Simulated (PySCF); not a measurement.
## [TlS2]-: adding exact exchange

Base calculation in PySCF with density fitting and no spin–orbit coupling, PBE/def2-TZVPD (scalar-relativistic core potentials): singlet, D∞h, Tl–S 2.307 Å (×2); wavenumbers 95 (×2), 354, 414 cm⁻¹; gap between the highest occupied and lowest empty levels 2.67 eV, polar-tensor charge of Tl 0.69 e.

Problem. What changes on going to PBE0/def2-TZVPD (scalar-relativistic core potentials)?

Solution. The point group stays the same. Changes: mean bond to Tl -0.027 Å, highest wavenumber +23 cm⁻¹, lowest wavenumber +7 cm⁻¹, gap between the highest occupied and lowest empty levels +1.78 eV, polar-tensor charge of Tl +0.08 e. The new structure has Tl–S 2.280 Å (×2), with wavenumbers 102 (×2), 379, 437 cm⁻¹. Exact exchange shortens and stiffens the bonds and opens the gap, the usual pattern.

Spin–orbit coupling is large for TlS₂⁻ and is left out. Each species is the lowest minimum found with this bonding; other isomers or fragments can lie lower.
